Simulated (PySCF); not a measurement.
## Spinor energies of Tc³⁺ (technetium, charge +3)

Start: [Kr] 4d4; 4d3/2 filled at m_j = -3/2, -1/2, +1/2, +3/2. Calculated with PySCF 2.14 in x2c-QZVPPall-2c (13s12p9d4f2g, 140 functions): generalised Hartree-Fock with the X2C-1e Hamiltonian and a Gaussian nucleus; one run each with spin-orbit coupling (SO) switched off, then screened by Boettger's factors.

```json
{"spinor shell": "1s1/2", "electrons": "2", "ε, spin-free (eV)": "-21191.4", "ε, screened SO (eV)": "-21190.3", "weight of nominal j (screened SO)": "1.000", "rms radius, screened SO (bohr)": "0.0394"}
{"spinor shell": "2s1/2", "electrons": "2", "ε, spin-free (eV)": "-3127.9", "ε, screened SO (eV)": "-3127.6", "weight of nominal j (screened SO)": "1.000", "rms radius, screened SO (bohr)": "0.162"}
{"spinor shell": "2p1/2", "electrons": "2", "ε, spin-free (eV)": "-2796.0", "ε, screened SO (eV)": "-2877.8", "weight of nominal j (screened SO)": "1.000", "rms radius, screened SO (bohr)": "0.141"}
{"spinor shell": "2p3/2", "electrons": "4", "ε, spin-free (eV)": "-2796.0", "ε, screened SO (eV)": "-2757.7", "weight of nominal j (screened SO)": "1.000", "rms radius, screened SO (bohr)": "0.145"}
{"spinor shell": "3s1/2", "electrons": "2", "ε, spin-free (eV)": "-603.94", "ε, screened SO (eV)": "-603.81", "weight of nominal j (screened SO)": "1.000", "rms radius, screened SO (bohr)": "0.442"}
{"spinor shell": "3p1/2", "electrons": "2", "ε, spin-free (eV)": "-492.00", "ε, screened SO (eV)": "-506.21", "weight of nominal j (screened SO)": "1.000", "rms radius, screened SO (bohr)": "0.439"}
{"spinor shell": "3p3/2", "electrons": "4", "ε, spin-free (eV)": "-492.00", "ε, screened SO (eV)": "-485.27", "weight of nominal j (screened SO)": "1.000", "rms radius, screened SO (bohr)": "0.450"}
{"spinor shell": "3d3/2", "electrons": "4", "ε, spin-free (eV)": "-311.05", "ε, screened SO (eV)": "-313.67", "weight of nominal j (screened SO)": "0.965", "rms radius, screened SO (bohr)": "0.433"}
{"spinor shell": "3d5/2", "electrons": "6", "ε, spin-free (eV)": "-311.05", "ε, screened SO (eV)": "-309.14", "weight of nominal j (screened SO)": "0.976", "rms radius, screened SO (bohr)": "0.437"}
{"spinor shell": "4s1/2", "electrons": "2", "ε, spin-free (eV)": "-120.00", "ε, screened SO (eV)": "-119.95", "weight of nominal j (screened SO)": "1.000", "rms radius, screened SO (bohr)": "1.13"}
{"spinor shell": "4p1/2", "electrons": "2", "ε, spin-free (eV)": "-86.077", "ε, screened SO (eV)": "-92.147", "weight of nominal j (screened SO)": "0.676", "rms radius, screened SO (bohr)": "1.24"}
{"spinor shell": "4d3/2", "electrons": "4", "ε, spin-free (eV)": "-43.094", "ε, screened SO (eV)": "-43.109", "weight of nominal j (screened SO)": "0.546", "rms radius, screened SO (bohr)": "1.62"}
```

Problem. Where does 4p3/2 lie, and what is the 4p spin-orbit splitting (screened SO)?

Solution. At -83.062 eV, 9.085 eV above 4p1/2.

```csv
quantity,spin-free,screened SO
E (hartree),-4281.03477,-4281.59621
M_J,0,0
⟨J²⟩,4.006,3.700
⟨L²⟩,6.005,5.975
⟨S²⟩,6.001,5.970
```

The determinant has a definite M_J but mixes levels of different J.

Each row is a mean over spinors that exchange with the open shell spreads, by up to 6.494 eV (4p3/2).

Rows whose weight is well below 1 are mixtures of j = l ± 1/2: exchange outweighs spin-orbit coupling there, and the label is only the starting occupation.

Breit and QED terms are absent; they matter most for the inner s and p1/2 levels.

Densities and radii are taken from the X2C orbitals without a picture-change correction, which distorts them close to the nucleus.

Without spin-orbit coupling the j labels of p, d and f shells carry no meaning; the spin-free column gives the mean over the occupied spinors of each nl shell, and its ⟨J²⟩ belongs to a mixture of degenerate components.
